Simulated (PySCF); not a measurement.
Compound: BFH5OSi (charge -1).
Bonds: B1–O2, O2–Si3, Si3–F4. Hydrogens: H5, H6, H7 on B1; H8, H9 on Si3.

Torsions of this conformer, `[BH3-:1][O:2][SiH2:3][F:4]`: B1–O2–Si3–F4 178°.

The closed-shell ground state was solved at several levels (PySCF, density fitting, gas phase, non-relativistic). Geometry: PBE0-D3(BJ)/def2-SVP, one conformer, isolated ion. The geometry's basis has no diffuse functions, a weakness for an anion. No diffuse functions stand in pcSseg-1 and pcSseg-2, which bears on an anion's orbital energies.

```csv
level,basis functions,HOMO (eV),LUMO (eV),gap (eV)
PBE0/pcSseg-1,100,-2.01,5.51,7.52
B97-2/pcSseg-2,221,-1.86,4.63,6.49
```

Task: Estimate the row for wB97X-D/def2-SVPD, a basis of 130 functions; the other rows only guide the guess.

Result: HOMO -4.04 eV, LUMO 5.83 eV, gap 9.87 eV.

Task: Over all these levels, which gives the widest orbital gap and which the narrowest?

Result: wB97X-D/def2-SVPD (range-separated hybrid) has the widest, 9.87 eV, and B97-2/pcSseg-2 (global hybrid, 21 % exact exchange) the narrowest, 6.49 eV. Functional and basis both differ between the two, so the spread mixes both effects.
